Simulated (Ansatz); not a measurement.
Consider the substitution at a C–O bond: `COC(N)[SiH3]` + H₂S → `NC([SiH3])S` + CH₃OH.

Gas-phase electronic energies from Ansatz, PBE0-D4/def2-TZVP geometries. CBS: MP2 limit from def2 TZ/QZ plus the TZ coupled-cluster correction, frozen cores. This one scheme is used for every species. Functionals use def2-TZVPP. B3LYP here is the variant with VWN-RPA as its local correlation; programs differ in this. One conformer a species, not always the lowest.

```
             level  ΔE (kcal/mol)  difference from CCSD(T)/CBS
            PBE-D4           -3.4                          1.0
         r2SCAN-D4           -2.8                          1.6
           PBE0-D4           -3.9                          0.5
          B3LYP-D4           -2.6                          1.8
            B2PLYP           -3.0                          1.4
            r2SCAN           -2.8                          1.6
             B3LYP           -2.3                          2.1
    MP2/def2-TZVPP           -4.8                         -0.4
   CCSD/def2-TZVPP           -2.9                          1.5
CCSD(T)/def2-TZVPP           -3.0                          1.4
     HF/def2-QZVPP           -2.2                          2.2
    MP2/def2-QZVPP           -5.7                         -1.3
SCS-MP2/def2-QZVPP           -4.9                         -0.5
      HF/CBS(def2)           -2.2                          2.2
     MP2/CBS(def2)           -6.2                         -1.8
    CCSD/CBS(def2)           -4.2                          0.2
       CCSD(T)/CBS           -4.4                            0
```

Largest T1 diagnostic among the species: 0.012.

In def2-TZVPP, CCSD(T) changes the Hartree–Fock value by −0.9 kcal/mol (the triples alone add −0.1 kcal/mol) and MP2 by −2.7 kcal/mol.
